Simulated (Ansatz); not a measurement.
The cluster WS₄ (the lowest singlet isomer of a short search). Total charge 0; singlet. Geometry PBE-D4/def2-SVP, basis def2-TZVP, Ansatz.

```xyz
5

W    -0.010    0.109   -0.455
S    -0.516    2.198   -0.569
S    -1.423   -1.129   -1.525
S     0.029   -0.897    1.627
S     1.920   -0.281    0.922
```

| run | HOMO (eV) | LUMO (eV) |
| --- | --- | --- |
| A | -9.05 | -2.68 |
| B | -6.17 | -5.22 |
| C | -6.37 | -5.24 |
| D | -7.14 | -4.61 |

In the def2 sets W takes a core potential; there is no spin–orbit coupling. The structure comes from a short search, and lower isomers may exist.

Task: The runs used PBE, PBE0, r2SCAN, ωB97M-V. Estimate which is which.

Result: A ωB97M-V (range-separated); B PBE (0 % exact exchange); C r2SCAN (0 % exact exchange); D PBE0 (25 % exact exchange). Exact exchange lowers occupied and raises empty levels; among semilocal functionals meta-GGAs tend to open the gap a little, and such runs are hard to tell apart. The gap grows from 0.95 eV (PBE) to 6.37 eV (ωB97M-V).
